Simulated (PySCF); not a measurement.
## Cs₂⁺ at CAM-B3LYP

Level: CAM-B3LYP. Cs def2-TZVP with ECP46; scalar-relativistic core potentials (PySCF 2.14).

For Cs₂⁺, the state is ²Σg⁺ (doublet), unpaired electrons σ ↑, the bond length is 5.385 Å and the harmonic wavenumber is 30.6 cm⁻¹. The force constant is 0.0366 mdyn/Å. The rotational constant Be is 0.008748 cm⁻¹ and the anharmonicity ωexe is 0.0536 cm⁻¹. The vibration–rotation constant αe is 2.04e-05 cm⁻¹, the well depth De to Cs⁺ + Cs is 64 kJ/mol and the dissociation energy D0 is 64 kJ/mol. The bond order (Mayer) is 0.49.

Spin–orbit coupling is left out. The state is the lowest determinant that a PBE0 search found; another state may lie lower at other levels.
